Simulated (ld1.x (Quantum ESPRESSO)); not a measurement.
Ar: one change to a TM potential, before and after

* Element: argon (Ar)
* Generator: ld1.x (Quantum ESPRESSO) 7.5
* Type: norm-conserving Troullier–Martins (Kleinman–Bylander form)
* Functional: PW91
* Relativity: scalar-relativistic
* Frozen core: [Ne]
* Valence charge: 8
* Reference configuration: 3s2 3p6
* Partial waves: 3p (bound): rc 1.30 bohr; 3d channel at 0.05 Ry: rc 1.35 bohr; 3s (bound): rc 1.00 bohr
* Local potential: the s channel
* Core correction: none

All-electron outer shells of the reference configuration (PW91, scalar-relativistic, ld1.x):

```tsv
shell	level (eV)	outermost node (bohr)	outermost maximum (bohr)
2s	-297.10	0.12	0.34
2p	-230.13	–	0.28
3s	-24.34	0.52	1.17
3p	-10.33	0.49	1.30
```

Change: type TM semilocal; local potential the d channel.

Cutoffs: the cutoffs (Ry, on a coarse ladder) from which the occupation-weighted sum of valence levels, in a spherical-Bessel basis at the reference potential, stays within 10 and 1 mRy of its value at 400 Ry; they do not see the model core or the augmentation charge, which bear on the density cutoff. Errors are all-electron minus pseudo energies relative to the spin-unpolarised reference configuration.

Q: Predict the effect on cutoff, ghosts and configuration errors.

A: The potential gets neither clearly harder nor softer (80 Ry and 160 Ry → 80 Ry and 160 Ry); of the 6 tests that both files solve, the error grows in 0 and shrinks in 2 by more than 15 % and 0.3 meV (median size 15.9 → 13.9 meV); neither file shows a bound ghost. A semilocal file is local in each channel, so a ghost entry of none says nothing of the separable form that plane-wave codes build from it.

```csv
quantity,base,changed
"cutoff, loose",80 Ry,80 Ry
"cutoff, tight",160 Ry,160 Ry
bound ghosts,none,none
"error for 3s2 3p5, meV [ΔE 16.12 eV]",+2.9,+2.4
"error for 3s2 3p4, meV [ΔE 44.85 eV]",+25,+22
"error for 3s2 3p3, meV [ΔE 87.51 eV]",+89,+83
"error for 3s2 3p5.5, meV [ΔE 6.58 eV]",+0.2,0.0
"error for 3s1 3p6, meV [ΔE 30.72 eV]",+6.9,+5.6
"error for 3s2 3p2, meV [ΔE 145.24 eV]",+232,+222
s: phases at 1.50 bohr within 0.05 rad from the reference energy up to (Ry; the scan ends near 5),to the end of the scan,to the end of the scan
p: phases at 1.50 bohr within 0.05 rad from the reference energy up to (Ry; the scan ends near 5),to the end of the scan,to the end of the scan
d: phases at 1.50 bohr within 0.05 rad from the reference energy up to (Ry; the scan ends near 5),to the end of the scan,to the end of the scan
```
